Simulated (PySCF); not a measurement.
Al(F)(Br)2, AlBr₂F, SMILES [F][Al]([Br])[Br] (B3LYP/def2-SVP optimised geometry):

```
4

Al    -0.513     0.213     0.000
F     -1.307     1.667     0.000
Br    -1.722    -1.667    -0.003
Br     1.722     0.213     0.000
```

Method: PySCF with B3LYP/def2-TZVP.

Task: What are the frontier orbital energies and the dipole moment?

Result: HOMO-2 -9.13 eV, HOMO-1 -8.89 eV, HOMO -8.64 eV, LUMO -1.88 eV, LUMO+1 -1.35 eV; dipole moment 0.73 D.

Meta-Löwdin charges at B3LYP/def2-TZVP: Al1 1.05, F2 -0.52, Br3 -0.26, Br4 -0.26.
